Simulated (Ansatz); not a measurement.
Basis-set extrapolation for `C[O][Al]([OH])[OH]` (PBE0-D4/def2-TZVP geometry, frozen core, the Gaussian-basis code of Ansatz). Multiplicity 1, RHF reference.

```tsv
	def2-TZVPP	def2-QZVPP
HF	-507.585701	-507.606609
MP2 correlation	-0.968839	-1.045513
CCSD(T) correlation	-1.022647	not run
```

Energies in hartree. Use E(X) = E(∞) + A·exp(−7.88·√X) for Hartree–Fock and E(X) = E(∞) + B·X^(−2.97) for correlation, with X = 3 and 4, and add CCSD(T) minus MP2 of the smaller set to the MP2 limit.

Q: What is the CCSD(T) energy at the basis-set limit?

A: HF limit: -507.606609 + (-0.020908) × 0.13774 = -507.60949. MP2 limit: -1.045513 + (-0.076674) × 0.74074 = -1.10231. Higher-order term: -1.022647 − (-0.968839) = -0.05381. Total: -508.76561 hartree, 412.9 kJ/mol below CCSD(T)/def2-TZVPP.
